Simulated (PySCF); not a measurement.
# MK cations for M along the second period

r²SCAN with double-zeta basis sets in PySCF, for the lowest determinant that a PBE0 search found; no spin–orbit coupling. De refers to high-spin ground-configuration atoms (the charge goes to the atom of lower measured ionisation energy or higher electron affinity, which is not always the lowest computed limit). A positive dipole points towards K; it is taken about the centre of mass and depends on that origin.

```tsv
M	basis	charged atom	state (unpaired electrons)	Re (Å)	ωe (cm⁻¹)	De (eV)	μ (D)
Li	aug-pcseg-1	K+	doublet (σ ↑)	3.859	147	0.57	-3.36
Be	def2-SVPD	K+	singlet (closed shell)	3.587	131	0.22	0.76
B	x2c-SVPall	K+	doublet (σ ↑)	3.433	129	0.32	2.24
N	6-31G(d,p)	K+	quartet (σ ↑, π ↑↑)	3.124	92.1	0.10	3.46
O	def2-SVP	K+	triplet (π ↑↑)	3.022	115	0.25	3.78
F	x2c-SVPall	K+	doublet (π ↑)	2.863	113	0.19	4.17
```

The shortest bond is that of KF⁺ (2.863 Å), the longest that of KLi⁺ (3.859 Å).

The rows differ in basis set, which adds steps of its own.

The state changes along the series, so neighbouring rows are not always alike in their bonding.

Closed-shell solutions of metal pairs were not tested for spin polarisation, which can lower them a little. Weak bonds: KBe⁺, KB⁺, KF⁺, KN⁺, KO⁺. Basis-set superposition, not corrected here, can be much of De in a small basis, most of all at correlated wavefunction levels. For an ion De counts to the pair picked by the measured ionisation energies or electron affinities, which need not be the lowest pair at this level. States were picked by a PBE0 search and need not be the measured ground states.
